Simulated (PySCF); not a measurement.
## Trend along the chalcogens: MSr molecules

PBE0 with triple-zeta basis sets in PySCF, for the lowest determinant that a PBE0 search found; no spin–orbit coupling. De refers to high-spin ground-configuration atoms. A positive dipole means M(−)Sr(+).

| M | basis | state (unpaired electrons) | Re (Å) | ωe (cm⁻¹) | De (eV) | μ (D) |
| --- | --- | --- | --- | --- | --- | --- |
| O | x2c-TZVPPall | singlet (closed shell) | 1.897 | 708 | 4.23 | 8.71 |
| S | x2c-TZVPPall | singlet (closed shell) | 2.419 | 408 | 3.64 | 10.63 |
| Se | def2-TZVPP | singlet (closed shell) | 2.563 | 282 | 3.27 | 10.96 |

The shortest bond is that of SrO (1.897 Å), the longest that of SrSe (2.563 Å). SrO is bound most strongly (4.23 eV) and SrSe least (3.27 eV).

The rows differ in basis set, which adds steps of its own.

Relativity is treated differently too: O spin-free X2C; S spin-free X2C; Se scalar-relativistic core potentials.

Down a group bonds as a rule get longer and wavenumbers fall, partly through the reduced mass; this series shows no clear exception.
